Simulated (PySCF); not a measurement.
Broadened absorption spectrum of C2H4F3NSi

Compound: C2H4F3NSi.
InChI=1S/C2H4F3NSi/c1-6-7-2(3,4)5/h1,7H2

Level of theory: TDDFT CAM-B3LYP/def2-SVPD, vertical, gas phase, core orbitals frozen in the response (PySCF). One conformer (not necessarily the lowest) at the GFN2-xTB geometry, without solvent, vibrations or thermal averaging. Torsions of this conformer, `[CH2:1]=[N:2][SiH2:3][C:4]([F:5])([F:6])[F:7]`: C1–N2–Si3–C4 -116°, N2–Si3–C4–F5 178°.

Broadening: Gaussians 0.25 eV wide at half height, area fixed by f = 4.319×10⁻⁹ ∫ε dν̃. The width is an assumption, not a result. The curve ends short of the highest state used, and states not computed would add to its high-energy end.

(E (eV), ε (L mol⁻¹ cm⁻¹)): (3.54, 0), (3.64, 2), (3.74, 14), (3.83, 40), (3.93, 57), (4.03, 33), (4.12, 10), (4.22, 1), (4.32, 0), (4.41, 0), (4.51, 0), (4.61, 0), (4.70, 0), (4.80, 0), (4.90, 0), (4.99, 0), (5.09, 0), (5.19, 0), (5.28, 0), (5.38, 0), (5.48, 0), (5.57, 0), (5.67, 0), (5.77, 0), (5.86, 0), (5.96, 6), (6.06, 111), (6.15, 730), (6.25, 2557), (6.35, 3688), (6.44, 2402), (6.54, 642), (6.64, 71), (6.73, 5), (6.83, 8), (6.93, 88), (7.02, 380), (7.12, 834), (7.22, 842), (7.32, 1753), (7.41, 8547), (7.51, 26284), (7.61, 34448), (7.70, 21065)

(1) Locate the maxima and give the states behind the curve.

(2) Coming from long wavelengths, where does ε first pass 100 L mol⁻¹ cm⁻¹?

(3) On this curve, what absorbance would a 10⁻⁵ mol/L sample give at 193 nm over a 1 cm path?

Results:

(1) 316 nm (3.92 eV), ε about 57, made up of S1 (100%); 196 nm (6.34 eV), ε about 3700, made up of S2 (100%); 173 nm (7.16 eV), ε about 900, made up of S3 (98%); 163 nm (7.59 eV), ε about 35000, made up of S4 (37%) and S5 (63%) (ε in L mol⁻¹ cm⁻¹; maxima over ε = 5, shares over 10%). The states used: S1 3.92 eV (f 0.0005); S2 6.34 eV (f 0.034); S3 7.16 eV (f 0.0082); S4 7.57 eV (f 0.123); S5 7.61 eV (f 0.206); S6 8.05 eV (f 0.0044); S7 8.10 eV (f 0.079); S8 8.30 eV (f 0.102).

(2) At about 205 nm (6.06 eV), 2.14 eV above S1.

(3) 193 nm is 6.424 eV, where ε is about 2700 L mol⁻¹ cm⁻¹, so A = ε c l ≈ 0.027 (Beer–Lambert, with the gas-phase spectrum and the assumed width).
